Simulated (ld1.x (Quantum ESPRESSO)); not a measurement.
Before and after: TM potential for nitrogen

```
Element                 : N
Generator               : ld1.x (Quantum ESPRESSO) 7.5
Type                    : norm-conserving Troullier–Martins (Kleinman–Bylander form)
Functional              : PBE
Relativity              : non-relativistic
Frozen core             : [He]
Valence charge          : 5
Reference configuration : 2s2 2p3
Partial waves           : 2s (bound): rc 0.70 bohr; 2p (bound): rc 1.95 bohr
Local potential         : all-electron potential smoothed inside 1.85 bohr (lloc = -2)
Core correction         : a·sin(br)/r model core inside 0.35 bohr
```

All-electron outer shells of the reference configuration (PBE, non-relativistic, ld1.x):

```tsv
shell	level (eV)	outermost node (bohr)	outermost maximum (bohr)
2s	-18.56	0.32	1.02
2p	-7.10	–	0.98
```

Change: wave 2p (bound): rc 1.95 bohr becomes 2p (bound): rc 1.84 bohr.

Cutoffs: the cutoffs (Ry, on a coarse ladder) from which the occupation-weighted sum of valence levels, in a spherical-Bessel basis at the reference potential, stays within 10 and 1 mRy of its value at 400 Ry; they do not see the model core or the augmentation charge, which bear on the density cutoff. Errors are all-electron minus pseudo energies relative to the spin-unpolarised reference configuration.

**Question.** Predict the effect on cutoff, ghosts and configuration errors.

**Answer.** The potential gets neither clearly harder nor softer (140 Ry and 300 Ry → 140 Ry and 300 Ry); the s channel sets the loose cutoff, while the largest relative change is in p, which becomes harder; of the 7 tests that both files solve, the error grows in 0 and shrinks in 7 by more than 15 % and 0.3 meV (median size 84.2 → 64.5 meV); neither file shows a bound ghost. Less of the atom is replaced, so other configurations are described better.

```tsv
quantity	base	changed
cutoff, loose	140 Ry	140 Ry
cutoff, tight	300 Ry	300 Ry
loose cutoff by channel (10 mRy a level)	s 110 Ry, p 30 Ry	s 110 Ry, p 35 Ry
bound ghosts	none	none
error for 2s2 2p2, meV [ΔE 13.60 eV]	+30	+18
error for 2s2 2p1, meV [ΔE 42.46 eV]	+352	+255
error for 2s2 2p0, meV [ΔE 89.54 eV]	+1602	+1246
error for 2s2 2p2.5, meV [ΔE 5.10 eV]	+3.1	+1.4
error for 2s1 2p4, meV [ΔE 11.48 eV]	-3.9	+0.6
error for 2s1 2p0, meV [ΔE 167.31 eV]	+2598	+2033
error for 2s1 2p3, meV [ΔE 25.34 eV]	-84	-64
```
